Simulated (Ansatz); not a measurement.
Born–Oppenheimer molecular dynamics of FH$_{9}$Si$_{3}$ (13 atoms, charge 0, multiplicity 1). It starts from a rough guess of a transition structure, not a stationary point.

These are results of UHF/6-31G in Ansatz, not measurements.

| Property | Result |
| --- | --- |
| ensemble | NVE (velocity Verlet) |
| time step | 0.5 fs |
| steps asked | 150 |
| starting velocities drawn for | 1000 K |
| seed | 294510 |

First frame:

```xyz
13
Properties=species:S:1:pos:R:3
Si -0.682 0.431 0.481
Si 0.555 -1.842 0.715
H -1.902 -0.412 0.233
H -1.122 1.075 1.715
Si -0.269 1.529 -1.503
H 0.999 -0.057 1.056
F 1.075 1.147 1.128
H -0.161 -2.514 1.799
H 0.081 -2.408 -0.544
H 1.954 -2.275 0.833
H 0.943 1.017 -2.153
H -0.093 2.968 -1.321
H -1.377 1.340 -2.439
```

**Question.** How far do the bonds stretch over the last three quarters of this one trajectory? (Pairs bonded in most of those frames.)

**Answer.** 
```csv
bond,mean (Å),spread (Å),shortest,longest
Si1–Si2,2.410,0.153,2.20,2.65
Si1–H3,1.503,0.014,1.49,1.53
Si1–H4,1.559,0.147,1.32,1.76
Si1–Si5,2.461,0.130,2.21,2.58
Si2–H8,1.502,0.032,1.45,1.56
Si2–H9,1.502,0.047,1.43,1.58
Si2–H10,1.489,0.043,1.42,1.56
Si5–H11,1.501,0.025,1.46,1.54
Si5–H12,1.498,0.043,1.43,1.57
Si5–H13,1.522,0.117,1.35,1.68
H6–F7,0.978,0.097,0.82,1.10
```

Mean temperature of the second half: 2332 K. The conserved energy stayed within 1.4 meV per atom of its start (net change -0.67 meV per atom), so the integration is sound. The system heated up, since it started high on the potential surface and ran downhill. A run of 0.075 ps of so small a system gives no equilibrium averages. The orbitals stay closed-shell, which can raise the energy where a bond breaks towards radicals; this wasn't checked here. Limits of this set-up: no polarisation functions.

Time of the run: 5.8 min on 1 CPU thread of a shared host.
